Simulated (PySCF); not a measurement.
# NMR data sheet: C$_{4}$H$_{8}$O$_{2}$Si$_{2}$

```yaml
Formula: C4H8O2Si2
SMILES: O=C(O)C#C[SiH2]C[SiH3]
InChI: InChI=1S/C4H8O2Si2/c5-4(6)1-2-8-3-7/h3,8H2,7H3,(H,5,6)
Point_group_of_the_computed_structure: Cs
Degrees_of_unsaturation: 3
Carbon_signals: 4
Proton_signals: 4
```

Structure with atom numbers: `[O:1]=[C:2]([OH:3])[C:4]#[C:5][SiH2:6][CH2:7][SiH3:8]`. Hydrogens are named by the atom that carries them.

Relativity neglected, no solvent model, equivalent nuclei averaged, one computed conformer. Coordinates at the GFN2-xTB level; shielding tensors at PBE0/pcSseg-1 (GIAO); PySCF.

δ = σ(ref) − σ, references computed at the same level: ¹H (31.72 ppm) and ¹³C (186.93 ppm) and ²⁹Si (349.16 ppm) against TMS; ¹⁷O (336.08 ppm) against H2O.

| carbon | δC, type | δH (multiplicity) | HMBC from (2–3 bonds) | span of the C tensor (ppm) |
| --- | --- | --- | --- | --- |
| C2 | 157.6, C | – | – | 158 |
| C4 | 102.7, C | – | H(Si6) | 277 |
| C5 | 98.6, C | – | H(Si6), H(C7) | 245 |
| C7 | -9.7, CH2 | 0.27 (m) | H(Si6), H(Si8) | 3 |

Other nuclei:
| atoms | nucleus | environment | δ (ppm) | σ (ppm) |
| --- | --- | --- | --- | --- |
| H(O3) | ¹H | hydrogen on an acid hydroxyl oxygen | 6.35 | 25.37 |
| H(Si6) | ¹H | hydrogen on a silicon bonded to 2 C | 4.50 | 27.22 |
| H(Si8) | ¹H | hydrogen on a silicon bonded to C | 3.98 | 27.73 |
| Si6 | ²⁹Si | silicon bonded to 2 C, 2 H | -63.8 | 413.0 |
| Si8 | ²⁹Si | silicon bonded to C, 3 H | -75.4 | 424.6 |
| O1 | ¹⁷O | carbonyl oxygen | 461.3 | -125.2 |
| O3 | ¹⁷O | acid hydroxyl oxygen | 218.3 | 117.7 |

- Carbon types of the structure: 3 × C, 1 × CH2, leaving 6 H on heteroatoms.
- δC 157.6: carboxylic acid carbon; lone-pair donation from the attached heteroatom keeps it upfield of a ketone carbonyl.
- δC 102.7, 98.6: alkyne carbon; sp carbons lie upfield of alkene carbons because the cylindrical π system leaves one tensor component strongly shielded.
- δC -9.7: sp3 CH2 bonded to 2 Si; an electropositive neighbour leaves it electron-rich and shielded.
- δH 6.35: hydrogen on an acid hydroxyl oxygen; labile proton, position sensitive to the medium.
- δH 0.27: hydrogen on an sp3 CH2 bonded to 2 Si; an electropositive neighbour shields it, as in TMS itself.

The OH or NH signal is concentration- and solvent-dependent in practice; the value given is the gas-phase one. Shifts are as computed. Against solution values, carbons near 30 ppm lie about +3 ppm off and those near 130 ppm about +5 ppm. Of 1211 compounds with measured shifts, 218 miss one by over three times the rms of a fit or turn the order of signals round; such compounds aren't used in these exercises. In solution the two oxygens of a carboxylic acid exchange roles by proton transfer and give one 17O line. Hydrogen bonding in solution shields acid and N–H amide carbonyl oxygens by tens of ppm. Hydrogen bonding in solution deshields acid and N–H amide carbonyl carbons by as much as 10 ppm beyond these values. Unscaled 17O shifts of doubly bonded oxygen tend to come out too high, by tens of ppm or more. Experimental scales use liquid or dissolved standards, which lie at an offset from isolated H2O (liquid H2O: subtract about 36 ppm). No couplings were computed; multiplicities are counted from neighbouring protons, with m where these are inequivalent, close in shift, in a saturated or five-membered ring or joined by F or P, and br s for small geminal =CH2 splittings.
